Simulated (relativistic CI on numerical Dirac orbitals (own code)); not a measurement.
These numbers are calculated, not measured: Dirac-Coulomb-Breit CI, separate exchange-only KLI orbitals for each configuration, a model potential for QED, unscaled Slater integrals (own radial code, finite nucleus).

CI space (outside the closed core 1s2): 2s, 2p, 3s, 3p, 3d, 4s, 4p, 4d, 4f, 5s, 5p, 5d, 5f, 5g, 6s, 6p, 6d. Levels of other configurations are missing.

At this charge energies of transitions that change n are usually good to better than 1 %, and those within a shell (Δn = 0) to a few per cent.

Outline of the computed level scheme of Co XXV. Lowest level of each configuration: 2s ²S1/2 at 0.00 eV; 2p ²P°1/2 at 50.91 eV; 3s ²S1/2 at 1246.02 eV; 3p ²P°1/2 at 1260.16 eV; 3d ²D3/2 at 1270.98 eV; 4s ²S1/2 at 1675.34 eV; 4p ²P°1/2 at 1681.16 eV; 4d ²D3/2 at 1685.68 eV; 4f ²F°5/2 at 1686.54 eV.

Some strong electric-dipole decays among the lowest 15 levels: 3d ²D5/2 → 2p ²P°3/2 (2.6e+13 s⁻¹); 3d ²D3/2 → 2p ²P°1/2 (2.2e+13 s⁻¹); 3p ²P°1/2 → 2s ²S1/2 (8.8e+12 s⁻¹); 3p ²P°3/2 → 2s ²S1/2 (8.5e+12 s⁻¹); 4d ²D5/2 → 2p ²P°3/2 (8.3e+12 s⁻¹); 4d ²D3/2 → 2p ²P°1/2 (7.1e+12 s⁻¹); 4f ²F°7/2 → 3d ²D5/2 (5.4e+12 s⁻¹); 4f ²F°5/2 → 3d ²D3/2 (5.1e+12 s⁻¹).
